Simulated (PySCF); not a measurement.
silanone (H2OSi), SMILES O=[SiH2]. The structure is a stationary point at ωB97X-D3(BJ)/def2-TZVP.

TDA-CAM-B3LYP/def2-TZVPD in PySCF 2.14.0 puts the lowest singlet excitations at 4.22, 6.17, 6.35, 6.48, 7.31, 7.47 eV and the lowest triplet (TDA) at 3.85 eV.

### Question
What are the lowest singlet roots from EOM-CCSD/aug-cc-pVDZ run with PySCF 2.14.0? (Estimate from the structure and the level; the computed values follow.)

### Answer
4.21, 6.16, 6.30, 6.50, 7.52, 7.54 eV; triplets 3.99, 4.43, 5.91 eV. S1 differs by -0.02 eV (second minus first; roots are paired by order, and the bases may differ).
